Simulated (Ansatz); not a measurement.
`[AlH2][CH](S)[GeH3]` + `C/C=C/N` → `C/C=C\[NH][AlH2]` + `S[CH2][GeH3]`  (ligand exchange at the Al–C bond)

Program: Ansatz. Geometries: PBE0-D4/def2-TZVP. ΔE: electronic, gas phase. CBS: MP2 limit from def2 TZ/QZ plus the TZ coupled-cluster correction, frozen cores. Double bonds are as drawn, so ΔE can hold a change between cis and trans. DFT in def2-TZVPP. For Ge outer-core shells are correlated without core-valence functions, which leaves a few kJ/mol of doubt a bond. Scalar relativity is left out up to krypton. Each species was taken in one conformer, which may not be the lowest.

`[AlH2][CH](S)[GeH3]`:

```xyz
11

Al    1.327   -0.787   -1.180
C     0.066   -0.604    0.308
S    -1.411   -1.594    0.020
Ge   -0.404    1.299    0.491
H     2.806   -0.268   -0.939
H     0.854   -1.391   -2.564
H     0.575   -0.907    1.229
H    -2.185   -1.140    1.025
H     0.798    2.120    0.998
H    -0.854    1.851   -0.875
H    -1.572    1.420    1.488
```

`C/C=C/N`:

Cartesian coordinates in Å:
```
C -1.276 1.026 -0.514
C -0.042 0.512 0.147
C 0.365 -0.755 0.077
N 1.441 -1.318 0.752
H -1.056 1.850 -1.201
H -1.771 0.239 -1.087
H -2.000 1.408 0.214
H 0.542 1.220 0.734
H -0.210 -1.473 -0.504
H 2.097 -0.650 1.127
H 1.910 -2.057 0.254
```

`C/C=C\[NH][AlH2]`:

Z-matrix (Å, degrees):
```
C
C 1 1.496
H 1 1.097 2 112.1
H 1 1.090 2 111.3 3 -119.8
H 1 1.097 2 112.1 3 120.4
C 2 1.336 1 123.8 3 -60.1
H 2 1.083 1 118.6 3 119.9
N 6 1.386 2 125.7 1 0.0
H 6 1.086 2 119.8 1 -180.0
Al 8 1.784 6 128.3 2 -180.0
H 8 1.011 6 112.3 2 0.0
H 10 1.581 8 116.4 6 -180.0
H 10 1.580 8 117.4 6 0.0
```

`S[CH2][GeH3]`:

Cartesian coordinates in Å:
```
S -1.439 -0.784 -1.287
C 0.103 -0.868 -0.347
Ge 0.570 0.844 0.491
H -2.209 -0.272 -0.313
H 0.874 -1.124 -1.076
H 0.067 -1.671 0.390
H 1.841 0.698 1.350
H -0.601 1.276 1.392
H 0.795 1.901 -0.599
```

```
         level  ΔE (kcal/mol)
       PBE0-D4          -21.6
       ωB97M-V          -22.5
          PBE0          -21.9
MP2/def2-QZVPP          -23.2
```

Task: What does CCSD(T)/CBS give? (Best estimate.)

Result: Ansatz gave: -22.6 kcal/mol. The listed levels differ from it by 1.0, 0.1, 0.7, -0.6 kcal/mol.

Largest T1 diagnostic among the species: 0.012.

In def2-TZVPP, CCSD(T) changes the Hartree–Fock value by +1.3 kcal/mol (the triples alone add +0.3 kcal/mol) and MP2 by +1.1 kcal/mol.
